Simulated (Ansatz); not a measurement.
Total energies of SiH(NHMe)3 (C₃H₁₃N₃Si) from Ansatz at PBE0-D4/def2-TZVPD, gas phase (1 Eh = 27.2114 eV = 2625.5 kJ/mol). The reference geometry is relaxed at r2SCAN-D4/def2-SVP.

```xyz
20

Si    0.358   -0.037    0.076
H     1.122   -1.273   -0.294
N     0.511    0.689    1.636
C    -0.078    0.227    2.875
H     1.309    1.305    1.763
H    -0.496    1.059    3.472
H    -0.905   -0.461    2.643
H     0.633   -0.321    3.525
N    -1.293   -0.565    0.001
C    -1.810   -1.643   -0.813
H    -2.008    0.078    0.332
H    -2.286   -1.306   -1.756
H    -0.987   -2.320   -1.093
H    -2.554   -2.254   -0.269
N     1.016    1.173   -0.978
C     1.561    0.939   -2.298
H     0.729    2.136   -0.821
H     2.455    1.560   -2.492
H     1.880   -0.112   -2.384
H     0.844    1.127   -3.123
```

| state | geometry | energy (Eh) |
| --- | --- | --- |
| charge 0 singlet | reference | -575.63437 |
| charge -1 doublet | reference | -575.59488 |
| free Si atom (triplet) | – | -289.24952 |
| free H atom (doublet) | – | -0.50104 |
| free N atom (quartet) | – | -54.54388 |
| free C atom (triplet) | – | -37.80543 |

Task: Work out the vertical electron affinity, to the doublet.

Result: E(charge 0 singlet) − E(charge -1 doublet) = -575.63437 − (-575.59488) = -0.03949 Eh = -1.07 eV; negative, so the extra electron isn't bound.

Task: What is the binding energy per atom against free atoms?

Result: Atoms: 1 × (-289.24952) + 13 × (-0.50104) + 3 × (-54.54388) + 3 × (-37.80543) = -572.81097 Eh. Binding: -572.81097 − (-575.63437) = 2.82340 Eh = 76.83 eV, or 3.84 eV for each of 20 atoms (no zero-point energy, no counterpoise term).

At PBE0-D4/def2-TZVPD the highest occupied level of the charge -1 doublet lies above zero (up to 1.99 eV). By energy differences it is unbound by 1.07 eV (vertical, against the charge 0 singlet, at PBE0-D4/def2-TZVPD) and held by the finite basis.
